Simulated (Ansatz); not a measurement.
Input file for C3H10ClGaOSi (`C[CH](C)[Ga]([Cl])[O][SiH3]`):

```yaml
crystal:
  periodic: [false, false, false]
  atoms:
    - {symbol: C, position_ang: [1.297987, -0.871262, 1.315500]}
    - {symbol: C, position_ang: [0.774693, -1.151930, -0.089408]}
    - {symbol: C, position_ang: [1.893060, -1.326541, -1.108293]}
    - {symbol: Ga, position_ang: [-0.516999, 0.222040, -0.642473]}
    - {symbol: Cl, position_ang: [-0.783011, 0.895186, -2.669808]}
    - {symbol: O, position_ang: [-1.597781, 1.034451, 0.511095]}
    - {symbol: Si, position_ang: [-2.762850, 2.181264, 0.454016]}
    - {symbol: H, position_ang: [0.491651, -0.753324, 2.042293]}
    - {symbol: H, position_ang: [1.937160, -1.694329, 1.653031]}
    - {symbol: H, position_ang: [1.904004, 0.038701, 1.344116]}
    - {symbol: H, position_ang: [0.179337, -2.073501, -0.060411]}
    - {symbol: H, position_ang: [2.548744, -2.153166, -0.814195]}
    - {symbol: H, position_ang: [2.515160, -0.430114, -1.179923]}
    - {symbol: H, position_ang: [1.512634, -1.540843, -2.109116]}
    - {symbol: H, position_ang: [-3.257915, 2.410430, 1.836872]}
    - {symbol: H, position_ang: [-3.903939, 1.749232, -0.398986]}
    - {symbol: H, position_ang: [-2.231936, 3.463705, -0.084320]}
basis:
  gaussian: {orbitals: def2-SVP}
correlation: {method: ccsd_t}
```

```sh
$ ansatz run in.yaml --threads 2 --pin off --events-out ev --progress --plain --max-ram 22528MiB --backend cuda --devices 0, --max-vram 18GiB
```

Output of Ansatz, abridged:

```
Functional definition: HF
1722 factors; integrals over basis functions are off by at most 1.6e-3 eV
mean field evaluation 1: about -77968.7665 eV, gradient 4.5e1 eV
mean field evaluation 2: about -77968.7715 eV, gradient 4.5e1 eV
mean field evaluation 4: about -77973.6705 eV, gradient 5.2e0 eV
mean field evaluation 8: about -77973.7488 eV, gradient 2.8e-4 eV
mean field -77973.74878757 eV, -2865.4824154381 hartree, gradient 1.7e-6 eV, S^2 0.000000; 0 other end points of the search recorded, 0 dependent functions left out
23 core orbitals not correlated: weight in the atoms' cores, before any rotation towards them, 1.000 or more for the frozen orbitals, at most 0.000 for the correlated occupied ones
reference -77973.74878757 eV, -2865.4824154381 hartree; 26, 26 occupied and 125, 125 virtual orbitals, 1722 factors
second order -28.82073782 eV of doubles, -0.00000000 eV of singles
cycle   1  -29.57229236 eV  change   -7.5e-1 eV  update   1.3e-1
cycle   2  -30.40971747 eV  change   -8.4e-1 eV  update   3.9e-2
cycle   3  -30.59351929 eV  change   -1.8e-1 eV  update   2.0e-2
cycle   4  -30.58633373 eV  change    7.2e-3 eV  update   4.5e-3
cycle   5  -30.58530746 eV  change    1.0e-3 eV  update   2.1e-3
cycle   6  -30.58526828 eV  change    3.9e-5 eV  update   6.2e-4
cycle   7  -30.58501530 eV  change    2.5e-4 eV  update   2.7e-4
cycle   8  -30.58499131 eV  change    2.4e-5 eV  update   7.6e-5
cycle   9  -30.58500749 eV  change   -1.6e-5 eV  update   2.7e-5
perturbative correction -0.87041670 eV, -0.0319872236 hartree
Total energy: -78005.20421176 eV, -2866.6383809556 hartree
```

Hardware: 2 threads of an AMD EPYC 7R13 on a shared host and a share of an NVIDIA H100 80 GB. Wall time 4 s, peak host memory 0.85 GiB.

MP2 recovers 91.6 % of the CCSD(T) correlation energy and the triples give 2.8 %; T1 = 0.0114.
